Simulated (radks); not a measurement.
Initial-state core-level shifts of neutral thulium when its valence configuration changes from [Xe] 4f13 6s2. Calculated with a radial shooting solver on a logarithmic mesh with Libxc functionals: Dirac Kohn-Sham, BLYP, spin-unpolarised, spherical densities, finite nucleus; open shells fill j = l - 1/2 first; Fermi nuclear charge, rms radius 5.2256 fm. Shifts are changes of the shell-averaged eigenvalues in eV (positive: less bound); the change of the density at the nucleus, which sets a Mossbauer isomer shift, is in e/bohr^3, on a base of 9.5e+05.

valence,3s,4d,5s,5p,density at nucleus
4f13 6s1.5 6p0.5,-0.680,-0.689,-0.716,-0.710,-14.42
4f13 6p2,-2.484,-2.518,-2.620,-2.588,-67.30
4f11 5d2 6s2,-16.430,-14.953,-7.979,-6.363,+100.18
4f13 5d1 6s1,+0.404,+0.438,+0.542,+0.491,-36.44
4f10 5d3 6s2,-26.202,-23.398,-11.730,-9.230,+158.63
4f11 6s2 6p2,-23.428,-22.001,-14.901,-12.892,+147.88
4f10 5d2 6s2 6p1,-29.814,-27.018,-15.258,-12.581,+182.77
4f12.5 6s2 6p0.5,-5.034,-4.838,-3.530,-3.102,+30.92
4f12 6p3,-13.293,-12.813,-9.858,-8.879,-25.60
